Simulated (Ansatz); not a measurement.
Species: SiPH4, charge 0, doublet. SiPH4 (SMILES [SiH2]P, doublet).
B3LYP-D3(BJ)/def2-TZVP minimum from Ansatz (a first-principles code):
```xyz
6

Si    -1.1104    -0.0895     0.2616
P      1.0764     0.1108    -0.2618
H     -1.9087     0.1796    -0.9665
H     -1.4426     0.9493     1.2757
H      1.1743    -1.1014    -0.9903
H      1.5769    -0.4366     0.9464
```
Charge 0, spin multiplicity 2.

Total energies in cc-pV(D+d)Z, 13 correlated electrons, 10 frozen orbitals. UHF or UKS for unpaired electrons; spin-orbit terms are left out. Correlated methods leave the cores frozen. No relativity.

| method | program | energy (Eh) | minus CCSDT(Q) (mEh) |
|---|---|---|---|
| HF | Ansatz | -631.96742 | 265.45 |
| MP2 | Ansatz | -632.17924 | 53.63 |
| CCSD | Ansatz | -632.22373 | 9.13 |
| CCSD(T) | Ansatz | -632.23117 | 1.70 |
| CCSDT(Q) | Ansatz | -632.23287 | 0.00 |

Rough core times of Ansatz's runs on a shared machine: CCSD(T) under 20 s, CCSDT(Q) 3 min.
